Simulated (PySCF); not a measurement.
```xyz
3
charge 1 multiplicity 3, angstrom
Rh    0.0000    0.0000   -0.8583
Br    1.7770    0.0000    0.5596
Br   -1.7770    0.0000    0.5596
```

Method: PySCF, UPBE0, basis Rh def2-TZVP with ECP28, Br def2-TZVP (scalar-relativistic core potentials, no spin–orbit coupling, density fitting).

This geometry of [RhBr2]+ is a stationary point at this level.

Q: What is the point group?

A: C2v.

Q: Is it a minimum?

A: Yes: all harmonic wavenumbers are real.

Q: Which band is strongest in the infrared?

A: 325 cm⁻¹ (b2), 21 km/mol.

Q: What are the dipole moment and the gap between the highest occupied and lowest empty levels of either spin?

A: 2.74 D about the centre of mass and 2.19 eV.

Q: Give the ideal-gas entropy at 298.15 K and 1 bar by parts.

A: translation 178.2, rotation 115.4, vibration 26.1, spin 9.1; total 328.9 J/(mol K).

Other isomers or separated fragments may lie lower. Other spin states or occupations of the open shell can lie lower. At this level a quintet minimum of D∞h symmetry lies 20 kJ/mol below this structure.
